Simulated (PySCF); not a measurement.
PySCF input for C2H9ClOSi2, SMILES C[SiH2]O[Si@@H](C)Cl, SMD-ωB97X/6-31G*. Geometry optimised at ωB97X-D3(BJ)/def2-SVP. The structure was generated by enumeration; whether it is a known compound was not checked. The values are those of a single conformer.

```python
import numpy as np
from pyscf import gto, scf, dft
from pyscf.solvent import smd

mol = gto.M(
    atom='''
    C     2.69184966    0.12852498    0.52836002
    Si    1.59606968    1.02371477   -0.69221662
    O     0.02643728    1.10429430   -0.11076960
    Si   -1.08661279    0.07818042    0.53276881
    C    -2.77053614    0.40776991   -0.17037395
    Cl   -0.52113269   -1.86137742    0.02749545
    H     2.33761897   -0.90435959    0.67198747
    H     3.73165873    0.08982648    0.16471635
    H     2.68882285    0.63772458    1.50540847
    H     1.59155168    0.32465907   -2.00950456
    H     2.04747408    2.42868122   -0.89122515
    H    -1.05555825    0.15542342    2.01461742
    H    -3.51245190   -0.28673474    0.25376376
    H    -2.75716771    0.28046809   -1.26389322
    H    -3.08446832    1.43907128    0.05721640
    ''',
    basis='6-31G*',
    charge=0,
    spin=0,
    max_memory=1600,
    verbose=3,
)
mf = dft.RKS(mol, xc='wb97x').density_fit(auxbasis='def2-universal-jkfit')
mf.grids.level = 3
mf.conv_tol = 1e-9
mf.max_cycle = 100
mf.kernel()
res = {}
for name in ['water', 'chlorobenzene', '1-octanol']:
    s = mf.SMD()
    s.with_solvent.solvent, s.with_solvent.sasa_ng = name, 194
    s.kernel(mf.make_rdm1())
    res[name] = (s.e_tot, s.with_solvent.get_cds(), s.dip_moment(), s.mo_energy, s.converged)
    print(f'SMD {name}: dG(solv) = {(s.e_tot - mf.e_tot) * 627.509474:.3f} kcal/mol, of which CDS {res[name][1] * 627.509474:.3f}')
```

Program output:

```
converged SCF energy = -1196.08608752769
converged SCF energy = -1196.08437510641
Dipole moment(X, Y, Z, Debye): -0.44560,  1.32400,  0.70809
SMD water: dG(solv) = 1.075 kcal/mol, of which CDS 4.650
converged SCF energy = -1196.09154229648
Dipole moment(X, Y, Z, Debye): -0.43672,  1.33313,  0.64020
SMD chlorobenzene: dG(solv) = -3.423 kcal/mol, of which CDS -1.040
converged SCF energy = -1196.09077389467
Dipole moment(X, Y, Z, Debye): -0.43633,  1.31030,  0.66958
SMD 1-octanol: dG(solv) = -2.941 kcal/mol, of which CDS 0.089
```

The run converged.

Cost: roughly 4 core-minutes.
